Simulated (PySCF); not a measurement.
Species: C₆H₇N₃O.
InChI=1S/C6H7N3O/c1-3-4-9-7-5-6(8-9)10-2/h1,5H,4H2,2H3

Torsions of this conformer, `[CH:1]#[C:2][CH2:3][n:4]1[n:5][cH:6][c:7]([O:8][CH3:9])[n:10]1`: C2–C3–N4–N5 -96°, C6–C7–O8–C9 179°.

The closed-shell ground state was solved at several levels (PySCF, density fitting, gas phase, non-relativistic). Geometry: PBE0-D3(BJ)/def2-SVP, one conformer, isolated molecule.

```csv
level,basis functions,HOMO (eV),LUMO (eV),gap (eV),dipole (D)
PBE0/pcSseg-1,205,-6.80,-0.16,6.64,1.51
B3LYP/pcSseg-1,205,-6.58,-0.38,6.20,1.49
```

(1) Estimate the row for CAM-B3LYP/def2-SVPD, a basis of 259 functions; the other rows only guide the guess.

(2) Over all these levels, which gives the widest orbital gap and which the narrowest?

(3) How far do the dipole and the HOMO energy spread over the levels?

## Answers

(1) HOMO -8.17 eV, LUMO 0.83 eV, gap 9.00 eV, dipole 1.39 D.

(2) CAM-B3LYP/def2-SVPD (range-separated hybrid) has the widest, 9.00 eV, and B3LYP/pcSseg-1 (global hybrid, 20 % exact exchange) the narrowest, 6.20 eV. Functional and basis both differ between the two, so the spread mixes both effects.

(3) The dipole runs from 1.39 to 1.51 D (mean 1.46 D) and the HOMO from -8.17 to -6.58 eV.
